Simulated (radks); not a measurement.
Q: Species: Mg1.75+. Configuration: [Ne] 3s(up 0.25, down 0) (fractional occupations, a model configuration). Method: non-relativistic Kohn-Sham, PBE, spin-polarised, spherical densities, point nucleus; computed with a radial shooting solver on a logarithmic mesh with Libxc functionals. Some entries of the table are withheld. Estimate them.

| orbital | occ. | eigenvalue (Ry) | r(max) (bohr) | <r> (bohr) |
|---|---|---|---|---|
| 1s up | 1 | -93.68936 | 0.08538 | 0.1309 |
| 1s down | 1 | -93.68789 | 0.08538 | 0.1309 |
| 2s up | 1 | -7.10992 | 0.5478 | 0.6974 |
| 2s down | 1 | -7.10598 | 0.5478 | 0.6970 |
| 2p up | 3 | -4.69082 | (1) | 0.6859 |
| 2p down | 3 | -4.68631 | (2) | 0.6848 |
| 3s up | 0.25 | -1.25490 | 2.202 | 2.585 |

A: 
(1) 2p up r(max) (bohr): 0.4786
(2) 2p down r(max) (bohr): 0.4786
